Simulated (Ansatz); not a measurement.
Reaction (ligand exchange at a Ge–S bond): `[SH][GeH3]` + `CN[SiH3]` → `C[N]([SiH3])[GeH3]` + H₂S

Isolated molecules relaxed with PBE0-D4/def2-TZVP in Ansatz; ΔE leaves out vibrations. CCSD(T)/CBS adds triple-zeta CCSD(T) − MP2 to the extrapolated MP2 energy (def2 sets, frozen cores). This one scheme is used for every species. Functionals use def2-TZVPP. HSE06 is defined as in plane-wave codes. For Ge outer-core shells are correlated without core-valence functions, which leaves a few kJ/mol of doubt a bond. Scalar relativity is left out up to krypton.

Problem. Is it downhill or uphill in electronic energy at CCSD(T)/CBS, and by how much? (Best estimate.)

Solution. Computed: Uphill: ΔE = +0.32 eV.

Problem. What do these levels give: LDA (SPW92), r2SCAN, HSE06, BHLYP, CCSD/def2-SVP, CCSD/def2-TZVPP? (Estimate.)

Solution. Ansatz gave: LDA (SPW92) 0.39, r2SCAN 0.44, HSE06 0.49, BHLYP 0.45, CCSD/def2-SVP 0.26, CCSD/def2-TZVPP 0.31 eV.

Largest T1 diagnostic among the species: 0.011.

At CCSD(T), def2-SVP lies −0.08 eV from the extrapolated value and def2-TZVPP −0.03 eV. From BLYP to BHLYP (50 % exact exchange), in def2-TZVPP and without D4, ΔE moves by −0.03 eV.
